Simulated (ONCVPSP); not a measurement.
# What one change does to a pseudopotential (hafnium, ONCV)

Hf, optimised norm-conserving Vanderbilt (ONCV), made with ONCVPSP 4.0.1 (LDA (Perdew-Zunger), fully relativistic). Core [Kr] 4d10 4f14, reference 5s2 5p6 5d2 6s1.75 6p0.25. Waves: 5s+6s: rc 1.80 bohr, ncon 4, nbas 8, qcut 7.9 1/bohr, 2 projectors; 5p+6p: rc 2.30 bohr, ncon 4, nbas 8, qcut 6.6 1/bohr, 2 projectors; 5d: rc 2.90 bohr, ncon 5, nbas 10, qcut 4.6 1/bohr, 2 projectors, debl 3.5 Ha. Local part: polynomial inside 1.20 bohr (lpopt 5, dvloc0 0 Ha). Core correction: none.

Open shells are filled in proportion to 2j + 1.

Change: local potential polynomial inside 1.20 bohr (lpopt 5, dvloc0 -2 Ha).

Cutoffs: the cutoffs (Ha) at which the residual kinetic energy of the hardest occupied pseudo-wave falls to 1 and 0.1 mHa per electron; they do not see the model core or the augmentation charge, which bear on the density cutoff. Errors are all-electron minus pseudo energies relative to the spin-unpolarised reference configuration.

How do hardness, ghosts and transferability respond?

The potential gets neither clearly harder nor softer (20 Ha and 23 Ha → 20 Ha and 23 Ha); the errors of the 4 common tests hardly move; the range in which the s phases agree narrows (upper end 4.3 → 2.7); neither file shows a bound ghost.

| quantity | base | changed |
| --- | --- | --- |
| cutoff, loose | 20 Ha | 20 Ha |
| cutoff, tight | 23 Ha | 23 Ha |
| bound ghosts | none | none |
| GHOST(+) flags under 300 eV | s at 121.7 eV | s at 77.8 eV, d3/2 at 220.2 eV |
| error for 5s2 5p6 5d2 6s2 6p0, meV [ΔE -0.95 eV] | 0.0 | 0.0 |
| error for 5s2 5p6 5d2 6s1 6p0, meV [ΔE 7.25 eV] | +1.7 | +1.7 |
| error for 5s2 5p6 5d2 6s0 6p0, meV [ΔE 21.75 eV] | +9.2 | +9.2 |
| error for 5s2 5p6 5d1 6s2 6p0, meV [ΔE 5.78 eV] | +9.2 | +9.2 |
| s: phases at 1.82 bohr within 0.05 rad from the reference energy up to (Ha; the scan ends near 5) | 4.3 | 2.7 |
| p3/2: phases at 2.33 bohr within 0.05 rad from the reference energy up to (Ha; the scan ends near 5) | 4.3 | 4.1 |
| p1/2: phases at 2.33 bohr within 0.05 rad from the reference energy up to (Ha; the scan ends near 5) | 4.3 | 4.2 |
| d5/2: phases at 2.94 bohr within 0.05 rad from the reference energy up to (Ha; the scan ends near 5) | 0.8 | 0.8 |
| d3/2: phases at 2.94 bohr within 0.05 rad from the reference energy up to (Ha; the scan ends near 5) | 0.8 | 0.8 |
